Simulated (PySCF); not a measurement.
Isomers of C3H10F3NSi2, one GFN2-xTB conformer each. Single-point energies are computed at PBE0/pcSseg-1 (PySCF, gas phase, no added dispersion term), electronic only.

Question: Rank them by PBE0/pcSseg-1 energy, lowest first (kJ/mol).
A. `[CH3:1][CH2:2][NH:3][SiH2:4][SiH2:5][C:6]([F:7])([F:8])[F:9]` with C1–C2–N3–Si4 79°, C2–N3–Si4–Si5 52°, N3–Si4–Si5–C6 172°
B. `[CH3:1][CH2:2][Si@H:3]([NH:4][SiH3:5])[C:6]([F:7])([F:8])[F:9]` with C1–C2–Si3–N4 -61°, C2–Si3–N4–Si5 -134°
C. `[CH3:1][Si@:2]([NH2:3])([CH2:4][SiH3:5])[C:6]([F:7])([F:8])[F:9]` with C1–Si2–N3–H -70° and 76°, C1–Si2–C4–Si5 -69°
D. `[CH3:1][SiH2:2][SiH2:3][NH:4][CH2:5][C:6]([F:7])([F:8])[F:9]` with C1–Si2–Si3–N4 173°, Si2–Si3–N4–C5 -170°, Si3–N4–C5–C6 -82°
E. `[NH2:1][CH2:2][C:3]([SiH3:4])([SiH3:5])[C:6]([F:7])([F:8])[F:9]` with H–N1–C2–C3 80° and -159°, N1–C2–C3–Si4 153°
F. `[F:1][C:2]([F:3])([F:4])[SiH2:5][NH:6][CH2:7][CH2:8][SiH3:9]` with C2–Si5–N6–C7 179°, Si5–N6–C7–C8 -78°, N6–C7–C8–Si9 -58°
G. `[CH3:1][N:2]([SiH3:3])[CH2:4][SiH2:5][C:6]([F:7])([F:8])[F:9]` with C1–N2–C4–Si5 -66°, N2–C4–Si5–C6 180°
H. `[CH3:1][N:2]([CH3:3])[SiH2:4][SiH2:5][C:6]([F:7])([F:8])[F:9]` with C1–N2–Si4–Si5 165°, N2–Si4–Si5–C6 -171°
I. `[CH3:1][Si@@:2]([NH2:3])([SiH3:4])[CH2:5][C:6]([F:7])([F:8])[F:9]` with C1–Si2–N3–H -169° and 54°, C1–Si2–C5–C6 -89°

Answer: I (0.0), C (0.2), B (19.9), D (71.7), A (128.7), F (137.2), H (160.6), E (168.8), G (178.3).

As drawn, the lowest has an N–H bond and an Si–Si bond, which the highest lacks. Neighbours under 10 kJ/mol apart (C[Si@@](N)([SiH3])CC(F)(F)F and C[Si@](N)(C[SiH3])C(F)(F)F; CCN[SiH2][SiH2]C(F)(F)F and FC(F)(F)[SiH2]NCC[SiH3]; CN(C)[SiH2][SiH2]C(F)(F)F and NCC([SiH3])([SiH3])C(F)(F)F; NCC([SiH3])([SiH3])C(F)(F)F and CN([SiH3])C[SiH2]C(F)(F)F) can change places with a better method, another conformer or zero-point energy. GFN2-xTB itself gives, in the same order: 91.8, 112.1, 0.0, 86.9, 81.9, 56.9, 86.9, 104.4, 73.2. GFN2-xTB puts CC[Si@H](N[SiH3])C(F)(F)F lowest instead; measured from each level's own lowest isomer, the values differ by up to 111.9 kJ/mol (C[Si@](N)(C[SiH3])C(F)(F)F: 112.1 against 0.2).

Q: Which frontier levels, dipoles and rotational constants go with these structures?

A: 
```
                     SMILES  HOMO (eV, PBE0/pcSseg-1)  LUMO (eV)  dipole (D)       A, B, C (MHz)
C[Si@@](N)([SiH3])CC(F)(F)F                     -7.24       0.13        3.25  1473, 806.4, 690.2
 C[Si@](N)(C[SiH3])C(F)(F)F                     -7.57       0.51        3.63  1319, 909.2, 746.4
  CC[Si@H](N[SiH3])C(F)(F)F                     -7.59       0.05        3.34   1134, 1004, 617.5
    C[SiH2][SiH2]NCC(F)(F)F                     -7.29      -0.42        1.86  3256, 413.6, 405.0
    CCN[SiH2][SiH2]C(F)(F)F                     -7.08      -0.84        4.19  2493, 476.6, 459.3
    FC(F)(F)[SiH2]NCC[SiH3]                     -7.38      -0.07        3.41  2111, 510.8, 469.2
  CN(C)[SiH2][SiH2]C(F)(F)F                     -6.68      -0.85        4.03  2678, 496.8, 463.5
NCC([SiH3])([SiH3])C(F)(F)F                     -7.67       0.46        3.27   1260, 1129, 929.9
  CN([SiH3])C[SiH2]C(F)(F)F                     -6.49      -0.14        2.81  2400, 487.2, 462.6
```
